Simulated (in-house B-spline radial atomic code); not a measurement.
PBEsol excitations of Bi⁵⁺

Method: PBEsol. Computed with a B-spline radial code for spherical atoms: linear response of the closed shell [Xe] 4f14 5d10 with the functional's adiabatic kernel; scalar-relativistic (spin-free one-electron X2C), finite nucleus, no spin-orbit coupling, no double excitations, S, P, D and F terms only; shells from n = 3 respond. Only terms of natural parity with L up to 3 were computed.

Spin-orbit coupling is strong here, so these LS terms don't match observed levels.

Command:
```bash
python run_td.py task.json out
```
Settings (radii: box in bohr, nucleus in fm):
```
Z                        83
electrons                78
configuration            [Xe] 4f14 5d10
hamiltonian              x2c
method                   pbesol
box_radius               16.35
rms_radius               5.5211
intervals                70
```

Time taken, with all properties: 9.6 s on 1 thread of Arm Neoverse N1, with other jobs on the host.

The lowest states, in the order of their Tamm-Dancoff energies; the method's threshold (minus the highest occupied level) is 80.58 eV. Labels give the largest channel, * marks a mixed state, and oscillator strengths are full-response dipole values. Semilocal kernels can invert the small singlet-triplet splittings of Rydberg terms. Energies in eV:

| state | full response | Tamm-Dancoff | oscillator strength |
| --- | --- | --- | --- |
| 5d → 6s 3D | ? | ? | - |
| 5d → 6s 1D | 18.995 | 19.033 | - |
| 5d → 6p 3P | 32.12 | 32.15 | - |
| 5d → 6p 3F | ? | ? | - |
| 5d → 6p 1F | 32.87 | 32.87 | - |
| 5d → 6p 1P | 33.97 | 34.06 | 1.14 |
| 5d → 6d 3S | 48.57 | 48.59 | - |
| 5d → 6d 3D | 49.21 | 49.21 | - |
| 5d → 6d 1D | 49.58 | 49.60 | - |
| 5d → 5f 3P | 50.21 | 50.25 | - |

Problem. Where does 5d → 6s 3D lie?

Solution. At 17.877 eV in full response, 17.904 eV in Tamm-Dancoff.

Problem. Where does 5d → 6p 3F lie?

Solution. At 32.37 eV in full response, 32.39 eV in Tamm-Dancoff.

Problem. How large is the singlet-triplet splitting of 5d → 6s (D terms) in Tamm-Dancoff?

Solution. 1.13 eV, from the unrounded values.

Problem. What polarisabilities and dispersion coefficient does the method give?

Solution. Dipole 2.921 bohr³, quadrupole 7.138 bohr⁵, C6 14.15 hartree·bohr⁶ for two such species.
